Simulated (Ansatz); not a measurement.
Relaxation of 1,3,5-triphenylbenzene, `c1ccc(-c2cc(-c3ccccc3)cc(-c3ccccc3)c2)cc1` with RKS PBE-D4/def2-SVP.

```sh
$ ansatz run in.yaml --threads 2 --pin off --events-out ev --progress --plain --max-ram 22528MiB --backend cuda --devices 0, --max-vram 18GiB
```

```yaml
crystal:
  periodic: [false, false, false]
  atoms:
    - {symbol: C, position_ang: [5.647480, -0.041620, 0.333130]}
    - {symbol: C, position_ang: [5.006090, 0.868910, -0.489520]}
    - {symbol: C, position_ang: [3.626500, 0.877600, -0.573130]}
    - {symbol: C, position_ang: [2.866380, -0.029530, 0.160790]}
    - {symbol: C, position_ang: [1.398060, -0.017700, 0.076030]}
    - {symbol: C, position_ang: [0.685520, -1.209520, 0.001150]}
    - {symbol: C, position_ang: [-0.703060, -1.206600, -0.074030]}
    - {symbol: C, position_ang: [-1.449390, -2.471440, -0.165540]}
    - {symbol: C, position_ang: [-1.004430, -3.504260, -0.987040]}
    - {symbol: C, position_ang: [-1.713330, -4.687840, -1.075670]}
    - {symbol: C, position_ang: [-2.872340, -4.862700, -0.338310]}
    - {symbol: C, position_ang: [-3.321420, -3.844510, 0.485610]}
    - {symbol: C, position_ang: [-2.617160, -2.658180, 0.569910]}
    - {symbol: C, position_ang: [-1.378720, 0.009320, -0.064600]}
    - {symbol: C, position_ang: [-0.684180, 1.212520, 0.002750]}
    - {symbol: C, position_ang: [-1.408570, 2.493930, 0.002800]}
    - {symbol: C, position_ang: [-0.958270, 3.567700, -0.761470]}
    - {symbol: C, position_ang: [-1.644240, 4.768230, -0.762230]}
    - {symbol: C, position_ang: [-2.786350, 4.918170, 0.006460]}
    - {symbol: C, position_ang: [-3.240530, 3.858900, 0.773920]}
    - {symbol: C, position_ang: [-2.560500, 2.655460, 0.768440]}
    - {symbol: C, position_ang: [0.704600, 1.187920, 0.070220]}
    - {symbol: C, position_ang: [3.521900, -0.945130, 0.979880]}
    - {symbol: C, position_ang: [4.901310, -0.948330, 1.066780]}
    - {symbol: H, position_ang: [6.724960, -0.045090, 0.402590]}
    - {symbol: H, position_ang: [5.584550, 1.573550, -1.069130]}
    - {symbol: H, position_ang: [3.131920, 1.578140, -1.230340]}
    - {symbol: H, position_ang: [1.216510, -2.150480, 0.000650]}
    - {symbol: H, position_ang: [-0.108570, -3.369800, -1.575750]}
    - {symbol: H, position_ang: [-1.361390, -5.477410, -1.723970]}
    - {symbol: H, position_ang: [-3.424560, -5.788090, -0.407170]}
    - {symbol: H, position_ang: [-4.223470, -3.976310, 1.065740]}
    - {symbol: H, position_ang: [-2.963470, -1.873520, 1.226680]}
    - {symbol: H, position_ang: [-2.455540, 0.021600, -0.152760]}
    - {symbol: H, position_ang: [-0.076570, 3.451810, -1.375270]}
    - {symbol: H, position_ang: [-1.287620, 5.590760, -1.365650]}
    - {symbol: H, position_ang: [-3.321680, 5.856100, 0.005390]}
    - {symbol: H, position_ang: [-4.128000, 3.971210, 1.380030]}
    - {symbol: H, position_ang: [-2.913800, 1.835920, 1.377130]}
    - {symbol: H, position_ang: [1.251230, 2.115660, 0.158700]}
    - {symbol: H, position_ang: [2.943760, -1.645490, 1.565270]}
    - {symbol: H, position_ang: [5.396410, -1.659860, 1.711540]}
basis:
  gaussian: {orbitals: def2-SVP, fitting: {mean_field: def2-universal-jkfit}}
hamiltonian: {xc: pbe, dispersion: d4}
scf: {lower_state_search: "off"}
output: {orbitals: {seedname: orbitals}}
relax: {f_tol: 0.03, max_steps: 70}
```

Run time 26 s (2 threads of AMD EPYC 7R13 on a shared host and a share (18 GiB) of an NVIDIA H100 80GB HBM3).

Positions (Å) and forces (eV/Å) at steps 1, 2, 4, 7 of 7:

```xyz
42
step=1 energy=-25132.9207 eV
C     5.647   -0.042    0.333    0.279   -0.005    0.022
C     5.006    0.869   -0.490    0.157    0.176   -0.107
C     3.627    0.878   -0.573   -0.058    0.156   -0.089
C     2.866   -0.030    0.161   -0.539   -0.001    0.000
C     1.398   -0.018    0.076    0.509    0.001   -0.042
C     0.686   -1.210    0.001    0.012   -0.041   -0.004
C    -0.703   -1.207   -0.074   -0.271   -0.436    0.028
C    -1.449   -2.471   -0.166    0.280    0.452    0.031
C    -1.004   -3.504   -0.987    0.172   -0.024   -0.078
C    -1.713   -4.688   -1.076    0.089   -0.214   -0.118
C    -2.872   -4.863   -0.338   -0.144   -0.235   -0.030
C    -3.321   -3.845    0.486   -0.227   -0.041    0.115
C    -2.617   -2.658    0.570   -0.119    0.138    0.079
C    -1.379    0.009   -0.065   -0.059    0.008    0.087
C    -0.684    1.213    0.003   -0.249    0.456   -0.002
C    -1.409    2.494    0.003    0.258   -0.475    0.002
C    -0.958    3.568   -0.761    0.179    0.023   -0.073
C    -1.644    4.768   -0.762    0.092    0.210   -0.113
C    -2.786    4.918    0.006   -0.133    0.240   -0.004
C    -3.241    3.859    0.774   -0.232    0.031    0.113
C    -2.561    2.655    0.768   -0.117   -0.136    0.075
C     0.705    1.188    0.070    0.031    0.047   -0.102
C     3.522   -0.945    0.980   -0.063   -0.166    0.063
C     4.901   -0.948    1.067    0.137   -0.187    0.132
H     6.725   -0.045    0.403    0.757   -0.003    0.043
H     5.585    1.574   -1.069    0.391    0.481   -0.407
H     3.132    1.578   -1.230   -0.345    0.467   -0.435
H     1.217   -2.150    0.001    0.350   -0.608   -0.004
H    -0.109   -3.370   -1.576    0.598    0.114   -0.399
H    -1.361   -5.477   -1.724    0.239   -0.530   -0.446
H    -3.425   -5.788   -0.407   -0.384   -0.647   -0.047
H    -4.223   -3.976    1.066   -0.604   -0.091    0.404
H    -2.963   -1.874    1.227   -0.222    0.538    0.444
H    -2.456    0.022   -0.153   -0.695    0.005   -0.078
H    -0.077    3.452   -1.375    0.589   -0.094   -0.409
H    -1.288    5.591   -1.366    0.238    0.546   -0.418
H    -3.322    5.856    0.005   -0.366    0.653    0.005
H    -4.128    3.971    1.380   -0.599    0.078    0.414
H    -2.914    1.836    1.377   -0.219   -0.559    0.421
H     1.251    2.116    0.159    0.345    0.606    0.075
H     2.944   -1.645    1.565   -0.397   -0.452    0.400
H     5.396   -1.660    1.712    0.340   -0.481    0.450
42
step=2 energy=-25133.2694 eV
C     5.705   -0.045    0.334    0.079   -0.006    0.006
C     5.058    0.883   -0.488    0.036    0.037   -0.036
C     3.665    0.893   -0.575    0.019    0.057   -0.020
C     2.892   -0.029    0.154   -0.180   -0.006   -0.031
C     1.414   -0.017    0.060    0.171   -0.004    0.012
C     0.690   -1.218   -0.002   -0.005   -0.004    0.000
C    -0.712   -1.220   -0.062   -0.083   -0.151   -0.020
C    -1.463   -2.493   -0.158    0.084    0.156    0.022
C    -1.009   -3.539   -0.982    0.043   -0.037   -0.026
C    -1.722   -4.737   -1.073    0.010   -0.041   -0.045
C    -2.900   -4.912   -0.340   -0.031   -0.072    0.001
C    -3.361   -3.881    0.485   -0.051   -0.007    0.031
C    -2.651   -2.682    0.572   -0.050    0.011    0.032
C    -1.392    0.009   -0.053   -0.013    0.004    0.028
C    -0.693    1.226    0.001   -0.082    0.161   -0.006
C    -1.423    2.515    0.003    0.090   -0.163    0.004
C    -0.963    3.604   -0.759    0.042    0.040   -0.025
C    -1.653    4.818   -0.760    0.017    0.044   -0.039
C    -2.814    4.967    0.006   -0.037    0.068    0.001
C    -3.280    3.893    0.771   -0.045    0.009    0.039
C    -2.592    2.678    0.768   -0.055   -0.017    0.026
C     0.710    1.199    0.053    0.008    0.005   -0.020
C     3.555   -0.960    0.975    0.005   -0.043    0.032
C     4.948   -0.966    1.066    0.026   -0.039    0.041
H     6.798   -0.051    0.405    0.198    0.000    0.011
H     5.646    1.599   -1.074    0.099    0.135   -0.098
H     3.165    1.608   -1.237   -0.090    0.123   -0.113
H     1.229   -2.171   -0.004    0.096   -0.163    0.002
H    -0.102   -3.399   -1.579    0.162    0.029   -0.093
H    -1.362   -5.535   -1.732    0.071   -0.139   -0.108
H    -3.458   -5.852   -0.412   -0.100   -0.169   -0.013
H    -4.275   -4.016    1.073   -0.165   -0.017    0.095
H    -3.005   -1.887    1.237   -0.061    0.143    0.113
H    -2.482    0.021   -0.147   -0.188    0.000   -0.005
H    -0.067    3.486   -1.379    0.155   -0.025   -0.103
H    -1.290    5.651   -1.372    0.073    0.146   -0.098
H    -3.354    5.920    0.009   -0.099    0.169   -0.003
H    -4.181    4.006    1.384   -0.161    0.016    0.101
H    -2.948    1.848    1.388   -0.063   -0.151    0.099
H     1.263    2.139    0.148    0.091    0.165    0.007
H     2.966   -1.665    1.571   -0.104   -0.127    0.093
H     5.447   -1.687    1.723    0.086   -0.134    0.108
42
step=4 energy=-25133.3034 eV
C     5.732   -0.046    0.321   -0.007    0.000   -0.002
C     5.080    0.905   -0.481   -0.001    0.000    0.004
C     3.681    0.915   -0.569   -0.006    0.003    0.012
C     2.903   -0.029    0.139    0.017   -0.001   -0.003
C     1.421   -0.016    0.051   -0.012   -0.001    0.003
C     0.691   -1.221   -0.002   -0.002    0.004    0.000
C    -0.717   -1.226   -0.053    0.007    0.010   -0.003
C    -1.469   -2.503   -0.143   -0.009   -0.014    0.001
C    -0.999   -3.566   -0.946    0.007   -0.008    0.015
C    -1.713   -4.769   -1.039    0.001    0.002    0.004
C    -2.912   -4.936   -0.327    0.004    0.005    0.002
C    -3.391   -3.889    0.477    0.000    0.001   -0.004
C    -2.678   -2.685    0.567    0.002    0.006   -0.011
C    -1.397    0.010   -0.042    0.002   -0.001    0.011
C    -0.697    1.233    0.001    0.006   -0.012    0.000
C    -1.429    2.525    0.003   -0.008    0.016    0.001
C    -0.948    3.632   -0.732    0.004   -0.002    0.013
C    -1.640    4.851   -0.732    0.001    0.000    0.004
C    -2.826    4.991    0.007    0.003   -0.005    0.000
C    -3.314    3.900    0.744    0.001    0.000   -0.004
C    -2.624    2.680    0.741    0.000   -0.005   -0.013
C     0.712    1.203    0.043    0.000   -0.002   -0.011
C     3.573   -0.982    0.940    0.003   -0.009   -0.013
C     4.972   -0.989    1.031   -0.001    0.000   -0.005
H     6.830   -0.052    0.392   -0.011    0.001   -0.001
H     5.667    1.643   -1.049   -0.006   -0.008    0.007
H     3.178    1.649   -1.217    0.008   -0.006    0.008
H     1.234   -2.179   -0.003   -0.007    0.011    0.000
H    -0.072   -3.435   -1.526   -0.016    0.001    0.006
H    -1.335   -5.580   -1.681   -0.004    0.007    0.012
H    -3.473   -5.880   -0.400    0.005    0.009    0.001
H    -4.325   -4.013    1.047    0.010    0.001   -0.007
H    -3.048   -1.877    1.217    0.001   -0.011   -0.008
H    -2.495    0.021   -0.126    0.012   -0.001   -0.001
H    -0.032    3.522   -1.333   -0.012    0.004    0.007
H    -1.254    5.697   -1.322   -0.004   -0.009    0.010
H    -3.368    5.949    0.008    0.005   -0.009    0.000
H    -4.238    4.003    1.335    0.010   -0.001   -0.009
H    -3.001    1.837    1.340    0.002    0.013   -0.007
H     1.267    2.149    0.129   -0.006   -0.011    0.001
H     2.983   -1.710    1.519    0.007    0.014   -0.006
H     5.472   -1.732    1.671   -0.005    0.007   -0.012
42
step=7 energy=-25133.3090 eV
C     5.733   -0.053    0.275    0.007   -0.002   -0.003
C     5.071    0.944   -0.459   -0.001    0.007    0.001
C     3.672    0.957   -0.529    0.005    0.002   -0.003
C     2.902   -0.027    0.131   -0.004   -0.011    0.000
C     1.419   -0.013    0.054    0.005    0.003    0.003
C     0.689   -1.218   -0.002   -0.001    0.002    0.000
C    -0.719   -1.223   -0.056   -0.005   -0.002   -0.003
C    -1.471   -2.501   -0.135    0.011   -0.002    0.001
C    -0.967   -3.597   -0.871    0.004    0.003   -0.006
C    -1.677   -4.803   -0.945    0.005    0.000    0.000
C    -2.906   -4.942   -0.282   -0.002   -0.007    0.002
C    -3.419   -3.863    0.455   -0.005    0.005   -0.001
C    -2.710   -2.656    0.526   -0.004   -0.004    0.003
C    -1.398    0.013   -0.053    0.002    0.000    0.008
C    -0.699    1.236    0.002   -0.002    0.004    0.000
C    -1.431    2.528    0.003    0.002   -0.004    0.000
C    -0.912    3.657   -0.669    0.003    0.002   -0.003
C    -1.602    4.877   -0.669    0.004    0.001   -0.001
C    -2.827    4.996    0.007   -0.002    0.004    0.001
C    -3.355    3.883    0.680   -0.004   -0.003    0.001
C    -2.665    2.663    0.678   -0.003   -0.001    0.003
C     0.709    1.205    0.054   -0.001   -0.002   -0.008
C     3.583   -1.024    0.865   -0.005   -0.001    0.005
C     4.982   -1.037    0.937   -0.003   -0.004    0.000
H     6.832   -0.063    0.330    0.001    0.002    0.001
H     5.651    1.715   -0.990   -0.001    0.001    0.000
H     3.163    1.728   -1.128    0.000    0.001    0.001
H     1.231   -2.175   -0.003    0.001   -0.002    0.000
H    -0.017   -3.490   -1.417   -0.006   -0.001    0.002
H    -1.270   -5.640   -1.533    0.001    0.001    0.001
H    -3.463   -5.890   -0.338   -0.002    0.000   -0.001
H    -4.378   -3.964    0.987   -0.001    0.001    0.001
H    -3.108   -1.825    1.128   -0.001    0.001   -0.001
H    -2.494    0.024   -0.148   -0.001    0.000   -0.002
H     0.034    3.567   -1.224   -0.002    0.000    0.002
H    -1.184    5.740   -1.208    0.001    0.000    0.000
H    -3.369    5.953    0.008   -0.001    0.002    0.000
H    -4.310    3.968    1.221    0.000   -0.001   -0.001
H    -3.074    1.805    1.232    0.000    0.001   -0.002
H     1.264    2.150    0.151    0.000    0.001    0.002
H     3.002   -1.785    1.410    0.004    0.004   -0.002
H     5.491   -1.817    1.523   -0.001   -0.001   -0.001
```

Single mean-field runs in def2-SVP are fitted with def2-universal-jkfit.
